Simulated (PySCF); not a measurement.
Cost against size for one kind of job: PySCF, delta-SCF UKS SCAN, pcX-2 on the ionised atom, pcseg-1 elsewhere, spin-free X2C. Hardware: an Arm Neoverse V1 with one thread, on a shared host. Times come from a shared host and carry two figures at best. Peak memory is the resident size of the whole Python process, interpreter and libraries included.

```csv
species (SMILES),atoms,electrons,basis functions,SCF cycles,core holes,wall time,peak memory
BNCBF,11,38,131,85,5,26 s,0.48 GiB
O=C1OCCO1,10,46,135,75,4,?,?
C=Cc1ccn([SiH3])c1,17,66,203,207,9,2.1 min,0.82 GiB
C#C/C(=N\[SiH3])C1CC1,17,66,203,161,8,95 s,0.82 GiB
[AlH3-][P@+]12CC[C@H](CC1)C2,22,78,232,120,8,3.0 min,0.62 GiB
```

**Question.** Estimate the withheld figures.

**Answer.** `O=C1OCCO1`: 24 s, 0.44 GiB.

**Question.** Which species took longest, and how many times the shortest run?

**Answer.** `[AlH3-][P@+]12CC[C@H](CC1)C2`, at 3.0 min: about 7.5 times the shortest (24 s).
